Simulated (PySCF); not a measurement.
Two species compared at the same levels of theory.

First species: H10OSi4.
Cartesian coordinates in Å at the GFN2-xTB level; atoms count from 1:
```
atom  x, y, z in Å
O1    -1.5772    0.6799   -1.6743
Si2   -1.0983    1.6839   -0.4763
Si3    0.3648    0.2489    0.5932
Si4    2.1745   -0.3662   -0.7415
Si5   -0.7007   -1.5847    1.5600
H6    -2.2124    0.9473   -2.3325
H7    -2.2902    2.1378    0.2562
H8    -0.5544    2.9087   -1.0823
H9     0.9267    1.0437    1.7185
H10    3.1616   -1.1838   -0.0272
H11    1.7527   -1.1604   -1.8989
H12    2.9213    0.7744   -1.2839
H13    0.1795   -2.3566    2.4438
H14   -1.1825   -2.5302    0.5488
H15   -1.8699   -1.2347    2.3746
```

Second species: C6H9Cl.
SMILES with atom numbers: `[Cl:1][CH2:2][CH2:3][C@@H:4]1[C@H:5]2[CH2:6][C@@H:7]12` (hydrogens: H8, H9 on C2; H10, H11 on C3; H12 on C4; H13 on C5; H14, H15 on C6; H16 on C7)

Levels: B3LYP/def2-SVPD for dipole moment, HOMO energy, LUMO energy, HOMO–LUMO gap, static isotropic polarisability and electronic spatial extent ⟨r²⟩ about the centre of nuclear charge; TDDFT B3LYP/def2-SVPD for lowest singlet excitation; TDA B3LYP/def2-SVPD for lowest triplet excitation (Tamm–Dancoff); GFN2-xTB for rotational constant A and rotational constant C. Geometries: GFN2-xTB. Each structure is a single optimised conformer of the isolated species, non-relativistic unless stated. Electronic properties by PySCF.

The conformers computed, where there is a choice (atom-mapped SMILES and torsion angles):
- `[OH:1][SiH2:2][SiH:3]([SiH3:4])[SiH3:5]`: O1–Si2–Si3–Si4 63°, H–O1–Si2–Si3 180°
- `[Cl:1][CH2:2][CH2:3][C@@H:4]1[C@H:5]2[CH2:6][C@@H:7]12`: Cl1–C2–C3–C4 180°, C2–C3–C4–C5 -84°

**Question.** Which of the two has the higher HOMO energy, and by how much?

**Answer.** The second: -7.20 eV against -7.92 eV, a difference of 0.72 eV.

**Question.** Which of the two has the higher dipole moment, and by how much?

**Answer.** The second: 2.14 D against 1.35 D, a difference of 0.79 D.

**Question.** Which of the two has the higher LUMO energy, and by how much?

**Answer.** The second: 0.27 eV against -1.03 eV, a difference of 1.30 eV.

**Question.** Which has the higher static isotropic polarisability?

**Answer.** The first: 124.4 au against 82.3 au, a difference of 42.1 au.

**Question.** Which of the two has the higher S1 energy, and by how much?

**Answer.** The second: 6.69 eV against 6.03 eV, a difference of 0.66 eV.

**Question.** Which of the two has the higher rotational constant C, and by how much?

**Answer.** The first: 0.886 GHz against 0.784 GHz, a difference of 0.102 GHz.

**Question.** Which of the two has the higher T1 energy, and by how much?

**Answer.** The second: 6.53 eV against 5.38 eV, a difference of 1.15 eV.

**Question.** Which has the higher HOMO–LUMO gap?

**Answer.** The second: 7.47 eV against 6.89 eV, a difference of 0.58 eV.

On the first: The polarisability is 18.44 Å³ as a volume (1 au = 0.148185 Å³), or 1.68 au for each of the 74 electrons. The dipole equals about 4.5 × 10⁻³⁰ C·m (1 D = 3.33564 × 10⁻³⁰ C·m).

On the second: The vertical singlet–triplet gap S1 − T1 is 0.16 eV (TDDFT singlet less Tamm–Dancoff triplet; S1: HOMO→LUMO, weight 0.96; T1: HOMO→LUMO, weight 0.55). The 8 singlets span 6.69 to 7.84 eV, and their oscillator strengths add up to 0.14.
